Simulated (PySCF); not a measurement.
Species: W(NtBu)2Cl2, C8H18Cl2N2W (singlet state).
Structure used (PBE0-D3(BJ)/def2-SVP), in Å, numbered top down from 1:
```xyz
31
C8H18Cl2N2W angstrom
W     -1.6747    0.2486   -1.2668
N     -1.7885    0.0705    0.4630
C     -1.4227   -0.0927    1.8451
C     -0.3412    0.9296    2.2061
C     -0.9118   -1.5213    2.0570
C     -2.6772    0.1488    2.6915
H     -0.6961    1.9513    2.0057
H     -0.0816    0.8537    3.2729
H      0.5703    0.7601    1.6147
H     -0.6445   -1.6779    3.1133
H     -1.6856   -2.2523    1.7810
H     -0.0219   -1.7122    1.4404
H     -3.0621    1.1663    2.5305
H     -3.4674   -0.5659    2.4192
H     -2.4470    0.0257    3.7610
N     -0.0137    0.1691   -1.7701
C      1.4183    0.0807   -1.8228
C      1.9259   -0.8925   -0.7569
C      1.9861    1.4838   -1.5884
C      1.7916   -0.4245   -3.2206
H      1.4729   -1.8857   -0.8933
H      3.0194   -0.9959   -0.8235
H      1.6758   -0.5327    0.2512
H      3.0847    1.4674   -1.6499
H      1.6024    2.1852   -2.3433
H      1.6953    1.8563   -0.5948
H      1.3591   -1.4205   -3.3960
H      1.4050    0.2586   -3.9906
H      2.8850   -0.4932   -3.3261
Cl    -2.3988    2.3722   -1.7973
Cl    -2.7182   -1.5714   -2.2189
```

Method used: PySCF 2.14.0, PBE0-D3(BJ)/def2-SVP geometry optimisation, gas phase, def2 core potentials past Kr.

(1) Which atoms are bound to W1, and at what distances?

(2) List the angles at W1.

(3) What is the shape at W1?

(4) What are the other bond lengths?

(5) Give some angles away from the centre.

(6) What are the rotational constants (commonest isotopes, rigid rotor)?

Answers

(1) 4 atoms: N16 1.737 Å, N2 1.743 Å, Cl31 2.304 Å, Cl30 2.306 Å. The nearest atom not counted as bound is C3, at 3.14 Å (others tie with it).

(2) 
```json
{"angle": "Cl30–W1–Cl31", "degrees": "119.4", "distance of the outer atoms (Å)": "3.98"}
{"angle": "N2–W1–N16", "degrees": "110.2", "distance of the outer atoms (Å)": "2.85"}
{"angle": "N2–W1–Cl30", "degrees": "107.6", "distance of the outer atoms (Å)": "3.28"}
{"angle": "N2–W1–Cl31", "degrees": "107.5", "distance of the outer atoms (Å)": "3.28"}
{"angle": "N16–W1–Cl31", "degrees": "106.1", "distance of the outer atoms (Å)": "3.25"}
{"angle": "N16–W1–Cl30", "degrees": "106.0", "distance of the outer atoms (Å)": "3.25"}
```

(3) Distorted tetrahedral: angles from 106.0° to 119.4°; τ4 = (360° − α − β)/141° = 0.93 with α and β the two widest (0 for a square, 1 for a tetrahedron).

(4) N2–C3, N16–C17 1.437 Å; C3–C4 and 5 like bonds 1.532 Å. (A selection.)

(5) W1–N2–C3 161.5°, N2–C3–C4 109.3°, N2–C3–C6 107.7°, C4–C3–C5 110.8°, C4–C3–C6 110.0°, W1–N16–C17 165.2°.

(6) A = 454.9, B = 395.6, C = 313.6 MHz: an asymmetric top.

Point group: C1 (no symmetry element, even within 0.4 Å). Charge 0, singlet. Not checked by PBE0-D3(BJ)/def2-SVP frequencies.

The run took 6.9 min wall, 16 min CPU on 2 threads, Intel Xeon 6975P-C (x86_64), no GPU (shared host), and the process peaked at 2.8 GiB of memory. These figures are those of the optimisation.
